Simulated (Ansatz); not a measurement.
A short molecular-dynamics run on Zr(OH)2Cl2 (ZrCl2O2H2).

```yaml
crystal:
  periodic: [false, false, false]
  atoms:
    - {symbol: Zr, position_ang: [-0.337154, -0.002520, -0.241998]}
    - {symbol: O, position_ang: [-0.362390, 0.171126, 1.651485]}
    - {symbol: H, position_ang: [-0.269928, 0.252568, 2.603328]}
    - {symbol: O, position_ang: [1.450332, -0.162912, -0.870679]}
    - {symbol: H, position_ang: [2.382491, -0.236698, -1.087064]}
    - {symbol: Cl, position_ang: [-1.320110, 1.928343, -1.203366]}
    - {symbol: Cl, position_ang: [-1.543233, -1.949896, -0.851715]}
basis:
  gaussian: {orbitals: def2-SVP}
magnetization: {spin_polarized: true, initial_magnetization: 0}
hamiltonian: {xc: {name: BLYP}, dispersion: d4}
md: {timestep: 0.5 fs, n_steps: 15, ensemble: nvt_nose_hoover, temperature: 500, initial_velocities: maxwell_boltzmann, seed: 896}
scf: {omitted_lower_state_checks: [starts]}
```

```sh
$ ansatz run in.yaml --threads 4 --pin off --events-out ev --progress --plain --max-ram 3916MiB
```

```csv
step,time (fs),potential energy (eV),kinetic (eV),T (K),conserved (eV)
0,0.0,-30448.3076,0.3231,500,-30447.9845
1,0.5,-30448.3047,0.3207,496,-30447.9840
2,1.0,-30448.2824,0.2993,463,-30447.9831
3,1.5,-30448.2533,0.2710,419,-30447.9823
4,2.0,-30448.2299,0.2480,384,-30447.9818
5,2.5,-30448.2197,0.2379,368,-30447.9817
6,3.0,-30448.2245,0.2426,375,-30447.9820
7,3.5,-30448.2408,0.2584,400,-30447.9824
8,4.0,-30448.2610,0.2780,430,-30447.9831
9,4.5,-30448.2750,0.2913,451,-30447.9838
10,5.0,-30448.2727,0.2887,447,-30447.9842
11,5.5,-30448.2493,0.2655,411,-30447.9839
12,6.0,-30448.2100,0.2272,352,-30447.9829
13,6.5,-30448.1712,0.1897,294,-30447.9816
14,7.0,-30448.1522,0.1713,265,-30447.9811
15,7.5,-30448.1603,0.1785,276,-30447.9819
```

Velocities are drawn at the set temperature; a run this short doesn't reach equilibrium.

In the def2 sets Zr takes a core potential; there is no spin–orbit coupling.

Frames (Å, forces in eV/Å):

```xyz
7
time=0.0 fs
Zr   -0.337   -0.003   -0.242   -0.216   -0.002   -0.155
O    -0.362    0.171    1.651   -0.066    0.009    0.065
H    -0.270    0.253    2.603    0.048    0.039    0.464
O     1.450   -0.163   -0.871    0.041   -0.009   -0.083
H     2.382   -0.237   -1.087    0.455   -0.036   -0.103
Cl   -1.320    1.928   -1.203   -0.118    0.219   -0.114
Cl   -1.543   -1.950   -0.852   -0.144   -0.221   -0.074
7
time=0.5 fs
Zr   -0.338   -0.003   -0.243   -0.062    0.013   -0.042
O    -0.362    0.172    1.655   -0.098   -0.035   -0.372
H    -0.277    0.263    2.600    0.074    0.071    0.776
O     1.454   -0.163   -0.871    0.955   -0.087   -0.288
H     2.407   -0.242   -1.086   -0.578    0.051    0.135
Cl   -1.320    1.927   -1.202   -0.129    0.234   -0.125
Cl   -1.543   -1.948   -0.851   -0.163   -0.248   -0.084
7
time=1.0 fs
Zr   -0.339   -0.004   -0.244    0.092    0.028    0.068
O    -0.362    0.173    1.658   -0.116   -0.074   -0.700
H    -0.285    0.274    2.599    0.088    0.099    0.980
O     1.457   -0.162   -0.872    1.669   -0.156   -0.434
H     2.431   -0.248   -1.085   -1.412    0.128    0.316
Cl   -1.320    1.926   -1.201   -0.139    0.250   -0.137
Cl   -1.543   -1.947   -0.851   -0.182   -0.275   -0.094
7
time=1.5 fs
Zr   -0.340   -0.004   -0.245    0.248    0.043    0.175
O    -0.363    0.175    1.661   -0.120   -0.100   -0.877
H    -0.292    0.285    2.601    0.087    0.113    1.037
O     1.461   -0.162   -0.873    2.146   -0.209   -0.520
H     2.451   -0.253   -1.083   -2.010    0.190    0.437
Cl   -1.320    1.925   -1.199   -0.150    0.265   -0.148
Cl   -1.542   -1.945   -0.850   -0.200   -0.302   -0.104
7
time=2.0 fs
Zr   -0.341   -0.005   -0.246    0.405    0.058    0.277
O    -0.363    0.176    1.663   -0.113   -0.108   -0.891
H    -0.299    0.296    2.605    0.075    0.109    0.934
O     1.464   -0.162   -0.874    2.389   -0.244   -0.550
H     2.466   -0.258   -1.080   -2.377    0.235    0.502
Cl   -1.320    1.924   -1.198   -0.160    0.279   -0.158
Cl   -1.542   -1.944   -0.850   -0.219   -0.329   -0.114
7
time=2.5 fs
Zr   -0.342   -0.005   -0.247    0.563    0.073    0.373
O    -0.363    0.177    1.666   -0.098   -0.095   -0.762
H    -0.305    0.308    2.611    0.056    0.084    0.691
O     1.469   -0.161   -0.875    2.413   -0.260   -0.530
H     2.476   -0.263   -1.076   -2.527    0.260    0.519
Cl   -1.320    1.923   -1.197   -0.170    0.293   -0.168
Cl   -1.542   -1.943   -0.849   -0.237   -0.354   -0.123
7
time=3.0 fs
Zr   -0.342   -0.005   -0.249    0.721    0.088    0.465
O    -0.363    0.178    1.669   -0.080   -0.063   -0.533
H    -0.312    0.319    2.618    0.034    0.039    0.353
O     1.473   -0.161   -0.876    2.227   -0.255   -0.466
H     2.479   -0.266   -1.070   -2.468    0.264    0.492
Cl   -1.320    1.922   -1.196   -0.179    0.306   -0.178
Cl   -1.541   -1.941   -0.849   -0.255   -0.380   -0.132
7
time=3.5 fs
Zr   -0.343   -0.006   -0.250    0.880    0.103    0.551
O    -0.363    0.179    1.671   -0.065   -0.018   -0.263
H    -0.318    0.331    2.627    0.016   -0.018   -0.024
O     1.478   -0.161   -0.877    1.826   -0.227   -0.361
H     2.477   -0.269   -1.063   -2.196    0.245    0.426
Cl   -1.320    1.921   -1.194   -0.188    0.318   -0.188
Cl   -1.541   -1.940   -0.849   -0.272   -0.404   -0.141
7
time=4.0 fs
Zr   -0.344   -0.006   -0.251    1.036    0.119    0.634
O    -0.363    0.180    1.674   -0.055    0.032   -0.005
H    -0.325    0.343    2.635    0.002   -0.080   -0.388
O     1.484   -0.161   -0.878    1.199   -0.171   -0.218
H     2.469   -0.272   -1.056   -1.698    0.199    0.322
Cl   -1.320    1.921   -1.193   -0.196    0.328   -0.196
Cl   -1.541   -1.938   -0.848   -0.288   -0.427   -0.150
7
time=4.5 fs
Zr   -0.345   -0.007   -0.252    1.189    0.135    0.713
O    -0.363    0.181    1.676   -0.051    0.078    0.200
H    -0.331    0.355    2.643   -0.005   -0.139   -0.695
O     1.489   -0.161   -0.880    0.338   -0.085   -0.038
H     2.457   -0.274   -1.047   -0.964    0.121    0.182
Cl   -1.320    1.920   -1.192   -0.203    0.338   -0.205
Cl   -1.541   -1.937   -0.848   -0.304   -0.449   -0.158
7
time=5.0 fs
Zr   -0.346   -0.007   -0.253    1.337    0.152    0.790
O    -0.363    0.182    1.678   -0.052    0.114    0.322
H    -0.338    0.366    2.649   -0.006   -0.188   -0.917
O     1.495   -0.161   -0.881   -0.739    0.034    0.167
H     2.443   -0.276   -1.038   -0.011    0.011    0.015
Cl   -1.320    1.919   -1.191   -0.210    0.347   -0.212
Cl   -1.541   -1.936   -0.847   -0.319   -0.470   -0.166
7
time=5.5 fs
Zr   -0.346   -0.008   -0.254    1.477    0.170    0.865
O    -0.364    0.183    1.681   -0.057    0.135    0.347
H    -0.344    0.377    2.652   -0.002   -0.221   -1.039
O     1.500   -0.161   -0.882   -1.952    0.177    0.380
H     2.429   -0.277   -1.029    1.083   -0.125   -0.160
Cl   -1.320    1.918   -1.189   -0.217    0.355   -0.219
Cl   -1.540   -1.934   -0.847   -0.333   -0.490   -0.173
7
time=6.0 fs
Zr   -0.347   -0.008   -0.255    1.609    0.187    0.940
O    -0.364    0.184    1.684   -0.065    0.135    0.267
H    -0.351    0.387    2.654    0.004   -0.234   -1.054
O     1.505   -0.160   -0.883   -3.126    0.326    0.568
H     2.418   -0.279   -1.021    2.148   -0.267   -0.314
Cl   -1.320    1.917   -1.188   -0.223    0.362   -0.226
Cl   -1.540   -1.933   -0.847   -0.347   -0.510   -0.180
7
time=6.5 fs
Zr   -0.348   -0.009   -0.256    1.730    0.206    1.014
O    -0.364    0.185    1.686   -0.074    0.113    0.084
H    -0.357    0.397    2.652    0.011   -0.224   -0.962
O     1.510   -0.160   -0.884   -4.012    0.447    0.695
H     2.412   -0.282   -1.013    2.934   -0.382   -0.411
Cl   -1.320    1.916   -1.187   -0.229    0.370   -0.233
Cl   -1.540   -1.932   -0.846   -0.361   -0.530   -0.187
7
time=7.0 fs
Zr   -0.348   -0.009   -0.256    1.838    0.224    1.088
O    -0.364    0.187    1.689   -0.081    0.067   -0.193
H    -0.363    0.406    2.649    0.017   -0.190   -0.770
O     1.514   -0.160   -0.885   -4.372    0.504    0.733
H     2.412   -0.285   -1.006    3.206   -0.433   -0.423
Cl   -1.320    1.916   -1.186   -0.235    0.378   -0.240
Cl   -1.540   -1.931   -0.846   -0.374   -0.550   -0.194
7
time=7.5 fs
Zr   -0.349   -0.010   -0.257    1.935    0.242    1.161
O    -0.364    0.188    1.691   -0.086   -0.002   -0.550
H    -0.370    0.415    2.643    0.021   -0.132   -0.492
O     1.517   -0.160   -0.886   -4.111    0.475    0.683
H     2.421   -0.290   -1.000    2.871   -0.400   -0.353
Cl   -1.320    1.915   -1.185   -0.241    0.387   -0.248
Cl   -1.540   -1.930   -0.846   -0.389   -0.571   -0.201
```

Run time 30 s (4 threads of Arm Neoverse V2 on a shared host).
